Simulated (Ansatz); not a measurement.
## Interaction energy ladder

The pair of Li⁺ (SMILES [Li+], atom 1) and HCl (SMILES Cl, atoms 2–3), both closed shells, in one local arrangement (a lower one may exist), relaxed at PBE0-D4/def2-TZVP:

```xyz
3
angstrom
Li 0.0828 -0.1550 -1.7056
Cl -0.2887 0.5402 0.4780
H 0.2059 -0.3852 1.2276
```

Computed with Ansatz 0.2.0 (basis: def2-TZVPPD, with def2-QZVPPD for the basis limit); correlated methods freeze the cores. The outer core shell of Li, Na, Mg and K is correlated. B3LYP uses VWN-RPA correlation. Extrapolation: Hartree–Fock as exp(−7.88 √X), correlation as X^−2.97. Interaction energies count from these two fragments, frozen as in the pair, with the counterpoise correction; negative means bound.

**Question.** What is the interaction energy by CCSD(T) at an estimated basis limit (MP2 extrapolated from triple and quadruple zeta, plus CCSD(T) − MP2 in triple zeta)? (Judge from chemistry; the value comes from the calculation.)

**Answer.** The calculation gives: -67.4 kJ/mol. Hartree–Fock alone gives -67.4 kJ/mol at the basis limit. It counts from the two fragments frozen as in the pair.

The same quantity by other methods in triple zeta, and each one's difference from that estimate:
```
   method  E_int (kJ/mol)  difference
   PBE-D4           -71.5        -4.1
revPBE-D4           -69.7        -2.3
  BLYP-D4           -71.7        -4.4
r2SCAN-D4           -64.0         3.4
   B97M-V           -66.5         0.9
  PBE0-D4           -70.8        -3.4
 B3LYP-D4           -71.9        -4.5
 HSE06-D4           -70.8        -3.4
  wB97X-V           -68.3        -1.0
  wB97M-V           -68.4        -1.1
   B2PLYP           -68.6        -1.2
       HF           -64.4         3.0
      MP2           -63.1         4.3
     CCSD           -63.0         4.4
  CCSD(T)           -62.8         4.6
```
Differences are method less estimate.

**Question.** Which atoms make the shortest contact between the fragments?

**Answer.** Li1 and Cl2, 2.32 Å apart.

Basis-set superposition shift (counterpoise-corrected less uncorrected): CCSD(T) 1.4; MP2 1.2; HF 0.1; PBE0-D4 0.1; wB97M-V 0.2 kJ/mol.

The T1 diagnostic stays at or below 0.007.

For scale, one of the runs: CCSD(T)/def2-TZVPPD, 90 basis functions, launched by `ansatz run in.yaml --threads 2 --pin off --events-out ev --progress --plain --max-ram 5222MiB`. Hardware: 2 CPU threads, shared host. Wall time about 0.7 s.
